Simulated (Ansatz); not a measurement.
`[NH2][AlH][O][SiH2][SiH3]` + `B[SeH]` → `B[Se][SiH2][SiH3]` + `[NH2][AlH][OH]`  (ligand exchange at the Si–O bond)

Program: Ansatz. Geometries: PBE0-D4/def2-TZVP. ΔE: electronic, gas phase. CBS: MP2 limit from def2 TZ/QZ plus the TZ coupled-cluster correction, frozen cores. This one scheme is used for every species. Functionals use def2-TZVPP. B3LYP here is the variant with VWN-RPA as its local correlation; programs differ in this. For Se outer-core shells are correlated without core-valence functions, which leaves a few kJ/mol of doubt a bond. Scalar relativity is left out up to krypton. Each species was taken in one conformer, which may not be the lowest.

Is it downhill or uphill in electronic energy at CCSD(T)/CBS, and by how much? (Best estimate.)

Computed: Uphill: ΔE = +43.4 kJ/mol.

What do these levels give: r2SCAN-D4, B3LYP-D4, MP2/def2-QZVPP, SCS-MP2/def2-QZVPP, HF/CBS(def2), MP2/CBS(def2)? (An estimate is asked.)

Computed: r2SCAN-D4 45.7, B3LYP-D4 51.2, MP2/def2-QZVPP 39.9, SCS-MP2/def2-QZVPP 47.9, HF/CBS(def2) 69.9, MP2/CBS(def2) 37.1 kJ/mol.

Largest T1 diagnostic among the species: 0.014.

From PBE to PBE0 (25 % exact exchange), in def2-TZVPP and without D4, ΔE moves by +3.3 kJ/mol. In def2-TZVPP, CCSD(T) changes the Hartree–Fock value by −19.2 kJ/mol (the triples alone add −3.6 kJ/mol) and MP2 by −25.5 kJ/mol.
